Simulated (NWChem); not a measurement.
All runs are NWChem calculations. System: H4ClGaN2, charge 0, spin multiplicity 1, at a geometry optimised with PBE0/def2-SVP. The structure started from a generated list of species. Level: M06-2X/def2-TZVP.

Job file:

```
start mol
memory heap 200 mb stack 800 mb global 1000 mb
geometry units angstroms nocenter noautoz
  Ga     0.000000     0.000000     0.316262
  Cl     0.000000     0.000000    -1.837835
  N      0.017624    -1.604187     1.139475
  H      0.176006    -2.456819     0.617703
  H      0.212117    -1.721546     2.125510
  N     -0.017624     1.604187     1.139475
  H     -0.212117     1.721546     2.125510
  H     -0.176006     2.456819     0.617703
  symmetry group C2
end
basis spherical
  * library def2-tzvp
end
dft
  xc m06-2x
  semidirect memsize 60000000 filesize 0
  iterations 100
  grid fine
end
task dft energy
```

Part of the output:

```
             Northwest Computational Chemistry Package (NWChem) 7.3.0
             --------------------------------------------------------

                                NWChem Input Module
                                -------------------

 Scaling coordinates for geometry "geometry" by  1.889725989
 (inverse scale =  0.529177249)

 Turning off AUTOSYM since
 SYMMETRY directive was detected!

                             Geometry "geometry" -> ""
                             -------------------------

 Output coordinates in angstroms (scale by  1.889725989 to convert to a.u.)

  No.       Tag          Charge          X              Y              Z
 ---- ---------------- ---------- -------------- -------------- --------------
    1 Ga                  31.0000     0.00000000     0.00000000     0.31626200
    2 Cl                  17.0000     0.00000000     0.00000000    -1.83783500
    3 N                    7.0000     0.01762400    -1.60418700     1.13947500
    4 H                    1.0000     0.17600600    -2.45681900     0.61770300
    5 H                    1.0000     0.21211700    -1.72154600     2.12551000
    6 N                    7.0000    -0.01762400     1.60418700     1.13947500
    7 H                    1.0000    -0.21211700     1.72154600     2.12551000
    8 H                    1.0000    -0.17600600     2.45681900     0.61770300

 Effective nuclear repulsion energy (a.u.)     357.5019635669

            Nuclear Dipole moment (a.u.)
            ----------------------------
        X                 Y               Z
 ---------------- ---------------- ----------------
     0.0000000000    -0.0000000000     0.0000056692

      Symmetry information
      --------------------

 Group name             C2
 Group number              4
 Group order               2
 No. of unique centers     5

      Symmetry unique atoms

     1    2    3    4    5


 Summary of "ao basis" -> "" (spherical)
 ------------------------------------------------------------------------------
       Tag                 Description            Shells   Functions and Types
 ---------------- ------------------------------  ------  ---------------------
 *                         def2-tzvp                  on all atoms

                                 NWChem DFT Module
                                 -----------------

 Summary of "ao basis" -> "ao basis" (spherical)
 ------------------------------------------------------------------------------
       Tag                 Description            Shells   Functions and Types
 ---------------- ------------------------------  ------  ---------------------
 Ga                        def2-tzvp                16       48   6s5p4d1f
 Cl                        def2-tzvp                13       37   5s5p2d1f
 N                         def2-tzvp                11       31   5s3p2d1f
 H                         def2-tzvp                 4        6   3s1p

 Summary of "ao basis" -> "ao basis" (spherical)
 ------------------------------------------------------------------------------
       Tag                 Description            Shells   Functions and Types
 ---------------- ------------------------------  ------  ---------------------
 Ga                        def2-tzvp                16       48   6s5p4d1f
 Cl                        def2-tzvp                13       37   5s5p2d1f
 N                         def2-tzvp                11       31   5s3p2d1f
 H                         def2-tzvp                 4        6   3s1p

      Symmetry analysis of basis
      --------------------------

        a          88
        b          83

            General Information
            -------------------
          SCF calculation type: DFT
          Wavefunction type:  closed shell.
          No. of atoms     :     8
          No. of electrons :    66
           Alpha electrons :    33
            Beta electrons :    33
          Charge           :     0
          Spin multiplicity:     1
          Use of symmetry is: on ; symmetry adaption is: on
          Maximum number of iterations: 100
          AO basis - number of functions:   171
                     number of shells:    67
          Convergence on energy requested:  1.00D-06
          Convergence on density requested:  1.00D-05
          Convergence on gradient requested:  5.00D-04

              XC Information
              --------------
                       M06-2X Method XC Functional
                     Hartree-Fock (Exact) Exchange  0.540
                        M06-2X Exchange Functional  1.000
                      M06-2X Correlation Potential  1.000

             Grid Information
             ----------------
          Grid used for XC integration:  fine
          Radial quadrature: Mura-Knowles
          Angular quadrature: Lebedev.
          Tag              B.-S. Rad. Rad. Pts. Rad. Cut. Ang. Pts.
          ---              ---------- --------- --------- ---------
          Ga                  1.30      140          10.0       974
          Cl                  1.00      123          12.0       770
          N                   0.65       70          12.0       590
          H                   0.35       60          13.0       590
          Grid pruning is: on
          Number of quadrature shells:   453
          Spatial weights used:  Erf1

          Convergence Information
          -----------------------
          Convergence aids based upon iterative change in
          total energy or number of iterations.
          Levelshifting, if invoked, occurs when the
          HOMO/LUMO gap drops below (HL_TOL):  1.00D-02
          DIIS, if invoked, will attempt to extrapolate
          using up to (NFOCK): 10 stored Fock matrices.

                    Damping( 0%)  Levelshifting(0.5)       DIIS
                  --------------- ------------------- ---------------
          dE  on:    start            ASAP                start
          dE off:    2 iters        100 iters           100 iters

      Screening Tolerance Information
      -------------------------------
          Density screening/tol_rho:  1.00D-10
          AO Gaussian exp screening on grid/accAOfunc:  14
          CD Gaussian exp screening on grid/accCDfunc:  20
          XC Gaussian exp screening on grid/accXCfunc:  20
          Schwarz screening/accCoul:  1.00D-08

      Superposition of Atomic Density Guess
      -------------------------------------

 Sum of atomic energies:       -2493.32471332

      Non-variational initial energy
      ------------------------------

 Total energy =   -2494.626510
 1-e energy   =   -4181.870446
 2-e energy   =    1329.741973
 HOMO         =      -0.345848
 LUMO         =      -0.026307

      Symmetry analysis of molecular orbitals - initial
      -------------------------------------------------

  Numbering of irreducible representations:

     1 a           2 b

  Orbital symmetries:

     1 a           2 a           3 a           4 b           5 a
     6 b           7 a           8 b           9 a          10 a
    11 b          12 b          13 a          14 b          15 a
    16 b          17 a          18 b          19 a          20 a
    21 b          22 b          23 a          24 a          25 a
    26 a          27 b          28 b          29 a          30 b
    31 b          32 b          33 a          34 a          35 b
    36 b          37 a          38 a          39 b          40 a
    41 b          42 a          43 b

------------------------------------------------------------
EAF file 0: "./mol.aoints.0" size=524288 bytes
------------------------------------------------------------
               write      read    awrite     aread      wait
               -----      ----    ------     -----      ----
     calls:        1         0         0         0         0
   data(b): 5.24e+05  0.00e+00  0.00e+00  0.00e+00
   time(s): 0.00e+00  0.00e+00  0.00e+00  0.00e+00  0.00e+00
rate(mb/s): 0.00e+00  0.00e+00
------------------------------------------------------------

   convergence    iter        energy       DeltaE   RMS-Dens  Diis-err    time
 ---------------- ----- ----------------- --------- --------- ---------  ------
 d= 0,ls=0.0,diis     1  -2496.9984933736 -2.85D+03  4.90D-03  1.31D+00    10.6
 d= 0,ls=0.0,diis     2  -2497.0160796290 -1.76D-02  2.32D-03  5.38D-01    12.3
 d= 0,ls=0.0,diis     3  -2497.0602852366 -4.42D-02  6.83D-04  1.19D-01    14.1
 d= 0,ls=0.0,diis     4  -2497.0712287308 -1.09D-02  1.44D-04  1.93D-03    15.9
 d= 0,ls=0.0,diis     5  -2497.0713914842 -1.63D-04  4.52D-05  6.64D-05    17.7
  Resetting Diis
 d= 0,ls=0.0,diis     6  -2497.0713983726 -6.89D-06  9.28D-06  3.01D-06    19.7
 d= 0,ls=0.0,diis     7  -2497.0713987236 -3.51D-07  4.81D-06  9.62D-07    21.7

         Total DFT energy =    -2497.071398723616
      One electron energy =    -4185.279053436887
           Coulomb energy =     1449.487723229611
    Exchange-Corr. energy =     -118.782032083241
 Nuclear repulsion energy =      357.501963566901

 Numeric. integr. density =       65.999998915634

     Total iterative time =     19.4s

                  Occupations of the irreducible representations
                  ----------------------------------------------

                     irrep           alpha         beta
                     --------     --------     --------
                     a                18.0         18.0
                     b                15.0         15.0

                       DFT Final Molecular Orbital Analysis
                       ------------------------------------

 Vector   31  Occ=2.000000D+00  E=-3.713197D-01  Symmetry=b
              MO Center= -3.7D-16, -2.7D-15, -1.6D+00, r^2= 1.8D+00
   Bfn.  Coefficient  Atom+Function         Bfn.  Coefficient  Atom+Function
  ----- ------------  ---------------      ----- ------------  ---------------
    64      0.505323  2 Cl py                67      0.345079  2 Cl py
    61      0.251235  2 Cl py                55     -0.194332  2 Cl py
    58     -0.096439  2 Cl py                23      0.080576  1 Ga d -1
    63      0.079727  2 Cl px                66      0.054775  2 Cl px
    92      0.048266  3 N  py               135      0.048266  6 N  py

 Vector   32  Occ=2.000000D+00  E=-3.429968D-01  Symmetry=b
              MO Center=  1.7D-15,  2.1D-13,  5.7D-01, r^2= 4.3D+00
   Bfn.  Coefficient  Atom+Function         Bfn.  Coefficient  Atom+Function
  ----- ------------  ---------------      ----- ------------  ---------------
    91     -0.246320  3 N  px               134     -0.246320  6 N  px
    63      0.223998  2 Cl px                94     -0.218718  3 N  px
   137     -0.218718  6 N  px                97     -0.205065  3 N  px
   140     -0.205065  6 N  px                66      0.169880  2 Cl px
    16     -0.121725  1 Ga px                60      0.113759  2 Cl px

 Vector   33  Occ=2.000000D+00  E=-3.216137D-01  Symmetry=a
              MO Center=  2.3D-15, -2.2D-13,  1.1D+00, r^2= 3.6D+00
   Bfn.  Coefficient  Atom+Function         Bfn.  Coefficient  Atom+Function
  ----- ------------  ---------------      ----- ------------  ---------------
    91      0.291778  3 N  px               134     -0.291778  6 N  px
    94      0.257293  3 N  px                97      0.258497  3 N  px
   137     -0.257293  6 N  px               140     -0.258497  6 N  px
    22      0.095386  1 Ga d -2              89     -0.044571  3 N  s
   132     -0.044571  6 N  s                 98      0.037207  3 N  py

 Vector   34  Occ=0.000000D+00  E= 1.526309D-02  Symmetry=a
              MO Center=  2.0D-14, -9.9D-14,  7.8D-01, r^2= 6.6D+00
   Bfn.  Coefficient  Atom+Function         Bfn.  Coefficient  Atom+Function
  ----- ------------  ---------------      ----- ------------  ---------------
     6      1.384487  1 Ga s                 90     -1.146823  3 N  s
   133     -1.146823  6 N  s                125      0.514426  5 H  s
   162      0.514426  7 H  s                119      0.402086  4 H  s
   168      0.402086  8 H  s                 68     -0.294466  2 Cl pz
    53     -0.256868  2 Cl s                 88     -0.173444  3 N  s

 Vector   35  Occ=0.000000D+00  E= 3.604643D-02  Symmetry=b
              MO Center= -1.8D-14, -7.9D-14,  2.2D-01, r^2= 4.5D+00
   Bfn.  Coefficient  Atom+Function         Bfn.  Coefficient  Atom+Function
  ----- ------------  ---------------      ----- ------------  ---------------
    19      0.935061  1 Ga px                16      0.394157  1 Ga px
    97     -0.270527  3 N  px               140     -0.270527  6 N  px
    66     -0.261453  2 Cl px                10     -0.146186  1 Ga px
    91     -0.146168  3 N  px               134     -0.146168  6 N  px
    63     -0.123079  2 Cl px                94     -0.112653  3 N  px

 Vector   36  Occ=0.000000D+00  E= 7.299329D-02  Symmetry=b
              MO Center= -1.1D-14,  9.1D-14,  9.2D-01, r^2= 1.0D+01
   Bfn.  Coefficient  Atom+Function         Bfn.  Coefficient  Atom+Function
  ----- ------------  ---------------      ----- ------------  ---------------
    90      1.715494  3 N  s                133     -1.715494  6 N  s
    20      0.973028  1 Ga py               125     -0.737155  5 H  s
   162      0.737155  7 H  s                119     -0.717267  4 H  s
   168      0.717267  8 H  s                 17      0.205398  1 Ga py
    89     -0.193550  3 N  s                132      0.193550  6 N  s

 center of mass
 --------------
 x =   0.00000000 y =  -0.00000000 z =  -0.06988176

 moments of inertia (a.u.)
 ------------------
         933.013984949465           8.568573352868          -0.000000000000
           8.568573352868         611.440282840794           0.000000000000
          -0.000000000000           0.000000000000         322.729521945273

     Multipole analysis of the density
     ---------------------------------

     L   x y z        total         alpha         beta         nuclear
     -   - - -        -----         -----         ----         -------
     0   0 0 0      0.000000    -33.000000    -33.000000     66.000000

     1   1 0 0     -0.000000     -0.000000     -0.000000      0.000000
     1   0 1 0      0.000000      0.000000      0.000000     -0.000000
     1   0 0 1      1.089644      0.544819      0.544819      0.000006

     2   2 0 0    -31.947855    -16.252992    -16.252992      0.558129
     2   1 1 0     -1.776197      2.666858      2.666858     -7.109913
     2   1 0 1      0.000000      0.000000      0.000000      0.000000
     2   0 2 0    -27.402967   -110.168757   -110.168757    192.934547
     2   0 1 1     -0.000000     -0.000000     -0.000000     -0.000000
     2   0 0 2    -30.584512   -173.306234   -173.306234    316.027957

 Task  times  cpu:       21.7s     wall:       21.7s

 Total times  cpu:       21.8s     wall:       21.8s
```
